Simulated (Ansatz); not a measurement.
**Molecular dynamics of C2H7FO2Si**

Input file:

```yaml
crystal:
  periodic: [false, false, false]
  atoms:
    - { symbol: C, position_ang: [-1.775214, 1.020562, -0.299436] }
    - { symbol: O, position_ang: [-0.371581, 0.880164, -0.367982] }
    - { symbol: Si, position_ang: [0.59183, -0.584924, -0.936607] }
    - { symbol: F, position_ang: [-0.561563, -1.721365, -1.095914] }
    - { symbol: C, position_ang: [1.502876, -1.080035, 0.652022] }
    - { symbol: O, position_ang: [2.19618, 0.011083, 1.192188] }
    - { symbol: H, position_ang: [-2.160716, 0.431881, 0.531711] }
    - { symbol: H, position_ang: [-2.247512, 0.675274, -1.220005] }
    - { symbol: H, position_ang: [-2.014684, 2.069767, -0.141176] }
    - { symbol: H, position_ang: [0.260075, 0.905352, -1.46678] }
    - { symbol: H, position_ang: [2.230709, -1.869563, 0.45881] }
    - { symbol: H, position_ang: [0.774768, -1.496957, 1.361039] }
    - { symbol: H, position_ang: [1.595333, 0.724162, 1.346929] }
basis:
  gaussian: { orbitals: def2-SVP }
hamiltonian:
  xc: hf
md:
  timestep: 0.5
  n_steps: 200
  ensemble: nve
  temperature: 100.0
  initial_velocities: maxwell_boltzmann
  seed: 6552
```

Command:

```bash
$ ansatz run input.yaml --threads 2 --pin off --max-ram 3072MiB --backend cpu --events-out ev --progress --plain --runs-dir out
```

It starts at the highest image of a converged band. Of that band: Neighbouring images differ by up to 4.3 eV, so the band resolves the path poorly. A vibrational analysis at the climbing image gives one clearly imaginary mode, 2053i cm⁻¹: a first-order saddle point.

Output, in part (one step line in 3, the closing report, with atoms numbered from 0):

```
md step     0: t =     0.00 fs  T =   100.0 K  F+E_penalty+E_count = -16802.76648306 eV  E_kin = 0.142186 eV  conserved = -16802.62429706 eV  (37 SCF iters)
md step     3: t =     1.50 fs  T =    99.0 K  F+E_penalty+E_count = -16802.76478622 eV  E_kin = 0.140715 eV  conserved = -16802.62407104 eV  (37 SCF iters)
md step     6: t =     3.00 fs  T =   116.5 K  F+E_penalty+E_count = -16802.78916629 eV  E_kin = 0.165591 eV  conserved = -16802.62357572 eV  (37 SCF iters)
md step     9: t =     4.50 fs  T =   204.1 K  F+E_penalty+E_count = -16802.91297480 eV  E_kin = 0.290176 eV  conserved = -16802.62279911 eV  (36 SCF iters)
md step    12: t =     6.00 fs  T =   445.2 K  F+E_penalty+E_count = -16803.25496378 eV  E_kin = 0.632953 eV  conserved = -16802.62201030 eV  (34 SCF iters)
md step    15: t =     7.50 fs  T =   924.5 K  F+E_penalty+E_count = -16803.93751738 eV  E_kin = 1.314460 eV  conserved = -16802.62305752 eV  (36 SCF iters)
md step    18: t =     9.00 fs  T =  1581.8 K  F+E_penalty+E_count = -16804.87526093 eV  E_kin = 2.249077 eV  conserved = -16802.62618364 eV  (34 SCF iters)
md step    21: t =    10.50 fs  T =  2175.7 K  F+E_penalty+E_count = -16805.72263275 eV  E_kin = 3.093534 eV  conserved = -16802.62909844 eV  (35 SCF iters)
md step    24: t =    12.00 fs  T =  2472.9 K  F+E_penalty+E_count = -16806.14603617 eV  E_kin = 3.516167 eV  conserved = -16802.62986918 eV  (35 SCF iters)
md step    27: t =    13.50 fs  T =  2425.7 K  F+E_penalty+E_count = -16806.07745569 eV  E_kin = 3.449053 eV  conserved = -16802.62840233 eV  (34 SCF iters)
md step    30: t =    15.00 fs  T =  2158.6 K  F+E_penalty+E_count = -16805.69599716 eV  E_kin = 3.069282 eV  conserved = -16802.62671495 eV  (36 SCF iters)
md step    33: t =    16.50 fs  T =  1814.9 K  F+E_penalty+E_count = -16805.20614204 eV  E_kin = 2.580577 eV  conserved = -16802.62556531 eV  (36 SCF iters)
md step    36: t =    18.00 fs  T =  1491.0 K  F+E_penalty+E_count = -16804.74494777 eV  E_kin = 2.119926 eV  conserved = -16802.62502151 eV  (36 SCF iters)
md step    39: t =    19.50 fs  T =  1229.3 K  F+E_penalty+E_count = -16804.37287385 eV  E_kin = 1.747835 eV  conserved = -16802.62503880 eV  (36 SCF iters)
md step    42: t =    21.00 fs  T =  1030.3 K  F+E_penalty+E_count = -16804.08989064 eV  E_kin = 1.464931 eV  conserved = -16802.62495964 eV  (34 SCF iters)
md step    45: t =    22.50 fs  T =   903.8 K  F+E_penalty+E_count = -16803.90982136 eV  E_kin = 1.285022 eV  conserved = -16802.62479914 eV  (34 SCF iters)
md step    48: t =    24.00 fs  T =   867.1 K  F+E_penalty+E_count = -16803.85840298 eV  E_kin = 1.232952 eV  conserved = -16802.62545080 eV  (34 SCF iters)
md step    51: t =    25.50 fs  T =   868.0 K  F+E_penalty+E_count = -16803.86234915 eV  E_kin = 1.234171 eV  conserved = -16802.62817807 eV  (35 SCF iters)
md step    54: t =    27.00 fs  T =   730.2 K  F+E_penalty+E_count = -16803.66731191 eV  E_kin = 1.038267 eV  conserved = -16802.62904447 eV  (34 SCF iters)
md step    57: t =    28.50 fs  T =   675.1 K  F+E_penalty+E_count = -16803.57571654 eV  E_kin = 0.959915 eV  conserved = -16802.61580161 eV  (33 SCF iters)
md step    60: t =    30.00 fs  T =  1573.7 K  F+E_penalty+E_count = -16804.86977151 eV  E_kin = 2.237636 eV  conserved = -16802.63213577 eV  (33 SCF iters)
md step    63: t =    31.50 fs  T =  2322.3 K  F+E_penalty+E_count = -16805.93962155 eV  E_kin = 3.301990 eV  conserved = -16802.63763132 eV  (35 SCF iters)
md step    66: t =    33.00 fs  T =  2207.0 K  F+E_penalty+E_count = -16805.76746279 eV  E_kin = 3.138037 eV  conserved = -16802.62942568 eV  (34 SCF iters)
md step    69: t =    34.50 fs  T =  1763.4 K  F+E_penalty+E_count = -16805.13283816 eV  E_kin = 2.507323 eV  conserved = -16802.62551520 eV  (33 SCF iters)
md step    72: t =    36.00 fs  T =  1343.6 K  F+E_penalty+E_count = -16804.53461014 eV  E_kin = 1.910397 eV  conserved = -16802.62421341 eV  (34 SCF iters)
md step    75: t =    37.50 fs  T =  1069.4 K  F+E_penalty+E_count = -16804.14425041 eV  E_kin = 1.520512 eV  conserved = -16802.62373855 eV  (34 SCF iters)
md step    78: t =    39.00 fs  T =   980.6 K  F+E_penalty+E_count = -16804.01814143 eV  E_kin = 1.394339 eV  conserved = -16802.62380204 eV  (34 SCF iters)
md step    81: t =    40.50 fs  T =  1071.9 K  F+E_penalty+E_count = -16804.14816753 eV  E_kin = 1.524111 eV  conserved = -16802.62405693 eV  (34 SCF iters)
md step    84: t =    42.00 fs  T =  1322.4 K  F+E_penalty+E_count = -16804.50460917 eV  E_kin = 1.880268 eV  conserved = -16802.62434122 eV  (34 SCF iters)
md step    87: t =    43.50 fs  T =  1703.6 K  F+E_penalty+E_count = -16805.04821406 eV  E_kin = 2.422263 eV  conserved = -16802.62595067 eV  (33 SCF iters)
md step    90: t =    45.00 fs  T =  2058.7 K  F+E_penalty+E_count = -16805.55972026 eV  E_kin = 2.927171 eV  conserved = -16802.63254885 eV  (33 SCF iters)
md step    93: t =    46.50 fs  T =  1817.0 K  F+E_penalty+E_count = -16805.22813284 eV  E_kin = 2.583498 eV  conserved = -16802.64463482 eV  (34 SCF iters)
md step    96: t =    48.00 fs  T =   632.5 K  F+E_penalty+E_count = -16803.51235657 eV  E_kin = 0.899344 eV  conserved = -16802.61301228 eV  (34 SCF iters)
md step    99: t =    49.50 fs  T =   892.8 K  F+E_penalty+E_count = -16803.89943594 eV  E_kin = 1.269493 eV  conserved = -16802.62994248 eV  (34 SCF iters)
md step   102: t =    51.00 fs  T =  1702.3 K  F+E_penalty+E_count = -16805.05947677 eV  E_kin = 2.420413 eV  conserved = -16802.63906342 eV  (34 SCF iters)
md step   105: t =    52.50 fs  T =  1637.1 K  F+E_penalty+E_count = -16804.95643269 eV  E_kin = 2.327670 eV  conserved = -16802.62876318 eV  (35 SCF iters)
md step   108: t =    54.00 fs  T =  1290.0 K  F+E_penalty+E_count = -16804.45942276 eV  E_kin = 1.834163 eV  conserved = -16802.62526006 eV  (34 SCF iters)
md step   111: t =    55.50 fs  T =   985.2 K  F+E_penalty+E_count = -16804.02508938 eV  E_kin = 1.400750 eV  conserved = -16802.62433954 eV  (34 SCF iters)
md step   114: t =    57.00 fs  T =   811.2 K  F+E_penalty+E_count = -16803.77726414 eV  E_kin = 1.153365 eV  conserved = -16802.62389934 eV  (34 SCF iters)
md step   117: t =    58.50 fs  T =   808.4 K  F+E_penalty+E_count = -16803.77307977 eV  E_kin = 1.149492 eV  conserved = -16802.62358743 eV  (34 SCF iters)
md step   120: t =    60.00 fs  T =  1004.8 K  F+E_penalty+E_count = -16804.05243177 eV  E_kin = 1.428730 eV  conserved = -16802.62370169 eV  (34 SCF iters)
md step   123: t =    61.50 fs  T =  1393.6 K  F+E_penalty+E_count = -16804.60579098 eV  E_kin = 1.981444 eV  conserved = -16802.62434742 eV  (33 SCF iters)
md step   126: t =    63.00 fs  T =  1915.0 K  F+E_penalty+E_count = -16805.34936263 eV  E_kin = 2.722847 eV  conserved = -16802.62651534 eV  (35 SCF iters)
md step   129: t =    64.50 fs  T =  2362.6 K  F+E_penalty+E_count = -16805.99207565 eV  E_kin = 3.359354 eV  conserved = -16802.63272188 eV  (33 SCF iters)
md step   132: t =    66.00 fs  T =  2232.1 K  F+E_penalty+E_count = -16805.81094232 eV  E_kin = 3.173729 eV  conserved = -16802.63721340 eV  (33 SCF iters)
md step   135: t =    67.50 fs  T =  1447.1 K  F+E_penalty+E_count = -16804.67676225 eV  E_kin = 2.057639 eV  conserved = -16802.61912347 eV  (33 SCF iters)
md step   138: t =    69.00 fs  T =  1208.1 K  F+E_penalty+E_count = -16804.34408227 eV  E_kin = 1.717756 eV  conserved = -16802.62632644 eV  (33 SCF iters)
md step   141: t =    70.50 fs  T =  1207.4 K  F+E_penalty+E_count = -16804.34575204 eV  E_kin = 1.716771 eV  conserved = -16802.62898099 eV  (35 SCF iters)
md step   144: t =    72.00 fs  T =  1020.6 K  F+E_penalty+E_count = -16804.07649375 eV  E_kin = 1.451112 eV  conserved = -16802.62538156 eV  (35 SCF iters)
md step   147: t =    73.50 fs  T =   858.9 K  F+E_penalty+E_count = -16803.84543744 eV  E_kin = 1.221180 eV  conserved = -16802.62425756 eV  (36 SCF iters)
md step   150: t =    75.00 fs  T =   826.4 K  F+E_penalty+E_count = -16803.79934743 eV  E_kin = 1.175084 eV  conserved = -16802.62426341 eV  (35 SCF iters)
md step   153: t =    76.50 fs  T =   927.4 K  F+E_penalty+E_count = -16803.94300994 eV  E_kin = 1.318667 eV  conserved = -16802.62434342 eV  (35 SCF iters)
md step   156: t =    78.00 fs  T =  1156.4 K  F+E_penalty+E_count = -16804.26863373 eV  E_kin = 1.644223 eV  conserved = -16802.62441079 eV  (35 SCF iters)
md step   159: t =    79.50 fs  T =  1505.4 K  F+E_penalty+E_count = -16804.76564563 eV  E_kin = 2.140443 eV  conserved = -16802.62520225 eV  (35 SCF iters)
md step   162: t =    81.00 fs  T =  1903.9 K  F+E_penalty+E_count = -16805.33421446 eV  E_kin = 2.707124 eV  conserved = -16802.62709049 eV  (34 SCF iters)
md step   165: t =    82.50 fs  T =  2188.3 K  F+E_penalty+E_count = -16805.74055211 eV  E_kin = 3.111397 eV  conserved = -16802.62915463 eV  (34 SCF iters)
md step   168: t =    84.00 fs  T =  2199.7 K  F+E_penalty+E_count = -16805.75521638 eV  E_kin = 3.127653 eV  conserved = -16802.62756320 eV  (36 SCF iters)
md step   171: t =    85.50 fs  T =  2023.8 K  F+E_penalty+E_count = -16805.50377565 eV  E_kin = 2.877609 eV  conserved = -16802.62616696 eV  (34 SCF iters)
md step   174: t =    87.00 fs  T =  1762.0 K  F+E_penalty+E_count = -16805.13226020 eV  E_kin = 2.505367 eV  conserved = -16802.62689321 eV  (33 SCF iters)
md step   177: t =    88.50 fs  T =  1412.6 K  F+E_penalty+E_count = -16804.63361935 eV  E_kin = 2.008472 eV  conserved = -16802.62514752 eV  (33 SCF iters)
md step   180: t =    90.00 fs  T =  1114.0 K  F+E_penalty+E_count = -16804.20792968 eV  E_kin = 1.583953 eV  conserved = -16802.62397652 eV  (34 SCF iters)
md step   183: t =    91.50 fs  T =   975.6 K  F+E_penalty+E_count = -16804.01102591 eV  E_kin = 1.387190 eV  conserved = -16802.62383577 eV  (34 SCF iters)
md step   186: t =    93.00 fs  T =  1019.1 K  F+E_penalty+E_count = -16804.07302778 eV  E_kin = 1.449060 eV  conserved = -16802.62396811 eV  (34 SCF iters)
md step   189: t =    94.50 fs  T =  1231.5 K  F+E_penalty+E_count = -16804.37553497 eV  E_kin = 1.751011 eV  conserved = -16802.62452362 eV  (34 SCF iters)
md step   192: t =    96.00 fs  T =  1554.1 K  F+E_penalty+E_count = -16804.83582388 eV  E_kin = 2.209739 eV  conserved = -16802.62608501 eV  (33 SCF iters)
md step   195: t =    97.50 fs  T =  1852.1 K  F+E_penalty+E_count = -16805.26068580 eV  E_kin = 2.633443 eV  conserved = -16802.62724317 eV  (33 SCF iters)
md step   198: t =    99.00 fs  T =  2042.7 K  F+E_penalty+E_count = -16805.53047354 eV  E_kin = 2.904441 eV  conserved = -16802.62603278 eV  (33 SCF iters)
md step   200: t =   100.00 fs  T =  2134.6 K  F+E_penalty+E_count = -16805.66266643 eV  E_kin = 3.035108 eV  conserved = -16802.62755800 eV  (35 SCF iters)
Total energy: -16805.66266643 eV, -617.5967117042 hartree
Atom 0 at    -1.678568     0.966002    -0.296349 Å, force    -1.029815    -0.135446     0.051937 eV/Å
Atom 1 at    -0.330286     0.734300    -0.368086 Å, force    -1.047369     2.567207     1.593129 eV/Å
Atom 2 at     0.469225    -0.471198    -0.889536 Å, force     2.089867    -6.072653     1.121828 eV/Å
Atom 3 at    -0.673798    -1.710200    -1.181990 Å, force     2.013917     2.010483     0.072099 eV/Å
Atom 4 at     1.728364    -1.129384     0.629231 Å, force    -2.146526     1.692409     0.713582 eV/Å
Atom 5 at     2.151643     0.086920     1.231351 Å, force     0.969645     0.467264    -0.463752 eV/Å
Atom 6 at    -2.043985     0.594131     0.659597 Å, force    -0.379701     0.209373    -0.005709 eV/Å
Atom 7 at    -2.200055     0.453459    -1.106444 Å, force    -0.136156    -0.004804     0.137046 eV/Å
Atom 8 at    -1.855011     2.024329    -0.403869 Å, force    -0.181502     0.372798     0.199430 eV/Å
Atom 9 at     1.180532     0.078424    -1.968019 Å, force     0.761380    -0.275024    -1.635510 eV/Å
Atom 10 at     2.574942    -1.817030     0.694729 Å, force     0.045582     0.228385    -1.401276 eV/Å
Atom 11 at     1.104763    -1.542853     1.414225 Å, force    -0.912517    -0.830711    -0.262941 eV/Å
Atom 12 at     1.421200     0.619985     1.505987 Å, force    -0.046804    -0.229279    -0.119863 eV/Å
Dipole moment:    -0.410954     0.175505    -0.014206 e Å
```

All steps were run. The conserved energy stayed within 1.6 meV per atom of its start (net change -0.25 meV per atom), so the integration is sound. The kinetic energy rose, since the run started high on the potential surface and went downhill. A run of 0.1 ps of so small a system gives no equilibrium averages. The orbitals stay closed-shell, which can raise the energy where a bond breaks towards radicals; this wasn't checked here.

Between its relaxed ends the band would form O2–H10 and break Si3–H10. These pairs go: O2–H10 1.27 → 2.30 Å, Si3–H10 1.62 → 1.40 Å. In the last frame they stand as before the step (other bonds may differ from the relaxed reactants and products). These pairs come and go: their bonding changes 8 times, last at 80 of 100 fs, so the outcome isn't settled. It ends as one piece, C2H7FO2Si. Pairs count as bonded within 1.25 times the sum of covalent radii (0.12 Å more for H–H).

Last frame:

```xyz
13
Properties=species:S:1:pos:R:3
C -1.679 0.966 -0.296
O -0.330 0.734 -0.368
Si 0.469 -0.471 -0.889
F -0.674 -1.710 -1.182
C 1.728 -1.129 0.629
O 2.152 0.087 1.231
H -2.044 0.594 0.660
H -2.200 0.454 -1.106
H -1.855 2.024 -0.404
H 1.181 0.078 -1.968
H 2.575 -1.817 0.695
H 1.105 -1.543 1.414
H 1.421 0.620 1.506
```

Run time: 10 min on 2 threads of AMD EPYC 7R43 64-Core Processor (Zen 3), with other jobs on the host, peak memory 0.29 GiB.
